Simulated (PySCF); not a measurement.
(Z)-1,2-dibromo-1,2-difluoroethene (C2Br2F2), SMILES F/C(Br)=C(\F)Br. Geometry: B3LYP-D3(BJ)/def2-SVP.

These are PySCF 2.14.0 with B3LYP-D3(BJ)/def2-SVP values and carry that method's errors.

Harmonic wavenumbers (cm⁻¹): 114, 127, 313, 315, 321, 375, 437, 538, 904, 1162, 1224, 1739. Rotational constants (GHz): 2.092, 0.8800, 0.6194; symmetry number 2.

### Question
Work out the zero-point energy and the ideal-gas rigid-rotor harmonic-oscillator thermochemistry at 298.15 K and 1 atm.

### Answer
ZPE = ½ Σ hcν = ½ × 7566 cm⁻¹ = 10.82 kcal/mol. H − E(el) = 15.38 kcal/mol. Entropy in cal/(mol K): translation 42.09, rotation 28.65, vibration 12.88, total 83.62. G − E(el) = -9.55 kcal/mol. Cp = 21.77 cal/(mol K). Modes under 150 cm⁻¹ make the vibrational entropy uncertain.
